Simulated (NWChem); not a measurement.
Everything below was run with NWChem. System: C2H6BO2, charge 0, spin multiplicity 2, at a geometry optimised with UPBE/def2-SVP. The structure started from a generated list of species. Its SCF solution wasn't tested for a lower state. Level: UMP2/def2-TZVP, 5 core orbitals frozen.

NWChem printed:

```
             Northwest Computational Chemistry Package (NWChem) 7.3.0
             --------------------------------------------------------

                                NWChem Input Module
                                -------------------

 Scaling coordinates for geometry "geometry" by  1.889725989
 (inverse scale =  0.529177249)

                             Geometry "geometry" -> ""
                             -------------------------

 Output coordinates in angstroms (scale by  1.889725989 to convert to a.u.)

  No.       Tag          Charge          X              Y              Z
 ---- ---------------- ---------- -------------- -------------- --------------
    1 C                    6.0000     1.97061400     0.53507200     0.33291900
    2 O                    8.0000     1.32397800    -0.63385300    -0.18519300
    3 B                    5.0000    -0.01475800    -0.73774700    -0.30275500
    4 O                    8.0000    -0.88147500     0.24786700     0.05013900
    5 C                    6.0000    -2.28995200     0.12468400    -0.07936200
    6 H                    1.0000     1.23639800     1.31496500     0.62007600
    7 H                    1.0000     2.57276900     0.25097700     1.22005100
    8 H                    1.0000     2.65598700     0.94092400    -0.43904400
    9 H                    1.0000    -2.76425600     0.24686100     0.91675900
   10 H                    1.0000    -2.67059100     0.92610800    -0.74642300
   11 H                    1.0000    -2.58051500    -0.86175300    -0.49855600

 Effective nuclear repulsion energy (a.u.)     162.8459280247

            Nuclear Dipole moment (a.u.)
            ----------------------------
        X                 Y               Z
 ---------------- ---------------- ----------------
    -0.0000037795    -0.0000094486    -0.0000037795


 Summary of "ao basis" -> "" (spherical)
 ------------------------------------------------------------------------------
       Tag                 Description            Shells   Functions and Types
 ---------------- ------------------------------  ------  ---------------------
 *                         def2-tzvp                  on all atoms

 Summary of "ao basis" -> "ao basis" (spherical)
 ------------------------------------------------------------------------------
       Tag                 Description            Shells   Functions and Types
 ---------------- ------------------------------  ------  ---------------------
[...]
Node 0 wrote    186.2 Mb in      0.1 s     Agg I/O rate:  3153.2 Mb/s
 Done moints_semi at      107.0s
  mp2_eaftype                   302  avail_ma_in_mb                   797
 EAF : mp2_eaftype filesize         302   39601259.
  mp2_eaf for kh                   302
 Done maket at      107.5s
 Semi-direct pass number   2 of   2  for UHF alpha       at      107.5s
  vrange nnbf                 17015
  mp2_eaftype                   302  avail_ma_in_mb                   797
 EAF : mp2_eaftype filesize         302   39601259.
  mp2_eaf for mointskh                    302
Node 0 wrote    162.9 Mb in      0.1 s     Agg I/O rate:  3117.2 Mb/s
 Done moints_semi at      119.9s
  mp2_eaftype                   302  avail_ma_in_mb                   797
 EAF : mp2_eaftype filesize         302   39601259.
  mp2_eaf for kh                   302
 Done maket at      120.3s
 Done multipass loop at      120.3s

 GA uses MA = F    GA memory limited = T

 Available:
  local mem=  1.26D+08
 global mem=  1.44D+08
 local disk=  0.00D+00
  mp2_memr nvloc                   172
  nvloc new                   172
   1 passes of  14:        5242880                     194773                 139367557.
   1 passes of  14: M    126150223           G      144106238           F     120907343.
  mp2_memr nvloc                   172
  nvloc new                   172
   2 passes of   7:        5242880                     134597                  69714953.
   2 passes of   7: M    126150223           G      144106238           F     120907343.

 Semi-direct pass number   1 of   2  for UHF beta        at      120.4s
  vrange nnbf                 17015
  mp2_eaftype                   265  avail_ma_in_mb                  1099
 EAF : mp2_eaftype filesize         265   34857477.
  mp2_eaf for mointskh                    265
Node 0 wrote    163.9 Mb in      0.1 s     Agg I/O rate:  3202.8 Mb/s
 Done moints_semi at      132.7s
  mp2_eaftype                   265  avail_ma_in_mb                   834
 EAF : mp2_eaftype filesize         265   34857477.
  mp2_eaf for kh                   265
 Done maket at      133.2s
 Semi-direct pass number   2 of   2  for UHF beta        at      133.2s
  vrange nnbf                 17015
  mp2_eaftype                   265  avail_ma_in_mb                   834
 EAF : mp2_eaftype filesize         265   34857477.
  mp2_eaf for mointskh                    265
Node 0 wrote    163.9 Mb in      0.1 s     Agg I/O rate:  3183.0 Mb/s
 Done moints_semi at      145.5s
  mp2_eaftype                   265  avail_ma_in_mb                   834
 EAF : mp2_eaftype filesize         265   34857477.
  mp2_eaf for kh                   265
 Done maket at      145.9s
 Done multipass loop at      145.9s

          -------------------------------------------
          SCF energy                -253.760240290050
          Correlation energy          -0.874590053066
          Singlet pairs                0.000000000000
          Triplet pairs                0.000000000000
          Total MP2 energy          -254.634830343116
          -------------------------------------------

          ---------------------------------------------------
                    Spin Component Scaled (SCS) MP2
          Same spin pairs                     -0.212976014273
          Same spin scaling factor             0.333333333333
          Opposite spin pairs                 -0.661614038793
          Opposite spin scaling fact.          1.200000000000
          SCS-MP2 correlation energy          -0.864928851309
          Total SCS-MP2 energy              -254.625169141360
          ---------------------------------------------------

 -----------------------
 Performance information
 -----------------------

 Timer overhead =  9.60D-08 seconds/call

               Nr. of calls         CPU time (s)                 Wall time (s)                GFlops
             ---------------    -------------------     ------------------------------   -------------------
Name         Min   Avg   Max    Min     Avg     Max     Min     Avg     Max   Mx/calls   Min     Max     Sum
mp2: moin     4     4     4    49.     49.     49.      49.     49.     49.     12.      0.0     0.0     0.0
mp2: make     4     4     4    1.9     1.9     1.9      1.9     1.9     1.9    0.47      0.0     0.0     0.0
mp2: tota     1     1     1    52.     52.     52.      52.     52.     52.     52.      0.0     0.0     0.0

 The average no. of pstat calls per process was 9.00D+00
 with a timing overhead of 8.64D-07s

 Task  times  cpu:      145.9s     wall:      145.9s

 Total times  cpu:      145.9s     wall:      145.9s
```

Task: Write an NWChem input that would produce this output.

Result: This is not unique; one that fits is 
```
start mol
memory heap 200 mb stack 900 mb global 1100 mb
geometry units angstroms nocenter noautoz noautosym
  C      1.970614     0.535072     0.332919
  O      1.323978    -0.633853    -0.185193
  B     -0.014758    -0.737747    -0.302755
  O     -0.881475     0.247867     0.050139
  C     -2.289952     0.124684    -0.079362
  H      1.236398     1.314965     0.620076
  H      2.572769     0.250977     1.220051
  H      2.655987     0.940924    -0.439044
  H     -2.764256     0.246861     0.916759
  H     -2.670591     0.926108    -0.746423
  H     -2.580515    -0.861753    -0.498556
end
basis spherical
  * library def2-tzvp
end
scf
  uhf
  nopen 1
  maxiter 100
  thresh 1e-7
  semidirect memsize 60000000 filesize 0
  # guess.movecs holds the orbitals of an unrestricted PBE0 run
  vectors input guess.movecs output mol.movecs
end
mp2
  freeze core 5
end
task mp2 energy
```
